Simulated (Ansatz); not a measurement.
Species: C4H5GeO (charge -1, singlet). It need not be the lowest isomer of its formula. Whether it binds its extra electron was not tested at this geometry. 
Structure (B3LYP-D3(BJ)/def2-TZVP (Ansatz, a first-principles code) minimum search):
```xyz
11

Ge     1.4892     0.1635     0.0646
C     -0.4107     0.0226    -0.0175
C     -1.3881     0.9786    -0.0554
C     -2.6269     0.2769    -0.1116
C     -2.4185    -1.1010    -0.1085
O     -1.0058    -1.2185    -0.0484
H      1.9180     1.6536     0.0895
H      2.1289    -0.4980     1.3196
H      2.2343    -0.4874    -1.1366
H     -1.2175     2.0468    -0.0434
H     -3.6049     0.7387    -0.1515
```
Charge -1, spin multiplicity 1.

Basis-set convergence of Hartree-Fock and MP2 correlation energies (hartree) with Ansatz. Cores are frozen in the correlated levels unless marked. Spin-orbit coupling is left out. The frozen core is the preceding noble-gas configuration, with the filled d and f shells of earlier blocks. No relativistic terms. This anion needs diffuse functions, which these sets lack.

```
basis    functions        E(HF)  E(corr, MP2)
-------  ---------  -----------  ------------
cc-pVDZ        122  -2304.48903      -0.81022
cc-pVTZ        263  -2304.62863      -0.99834
cc-pVQZ        493          [?]           [?]
```

Question: Complete the blanks.

Answer: 
- cc-pVQZ, E(HF): -2304.65004
- cc-pVQZ, E(corr, MP2): -1.06641
